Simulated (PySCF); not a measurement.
TiOF, SMILES [O]=[Ti][F] (connectivity only; charge and spin as stated), neutral, multiplicity 2.

Geometry optimised at PBE0-D3(BJ)/def2-TZVP. The spin state was assumed, not searched.

Computed with PySCF with B3LYP/def2-TZVPD.

```
Quantity                                                                                                        Result
---------------------------------------------------------------------------------------------  -----------------------
total energy                                                                                       -1024.70542 hartree
point group                                                                                                         Cs
α spin, highest occupied and lowest empty level                                                     -5.59 and -3.13 eV
β spin, highest occupied and lowest empty level                                                     -8.45 and -2.95 eV
dipole moment                                                                                                   5.38 D
quadrupole, principal values (traceless, Buckingham form, about the centre of nuclear charge)   -13.72, 4.73, 8.99 D·Å
mean static polarisability                                                                        57.4 bohr³ (8.50 Å³)
polarisability, principal values                                                               23.5, 44.7, 103.9 bohr³
⟨S²⟩                                                                                           0.755 (pure state 0.75)
```
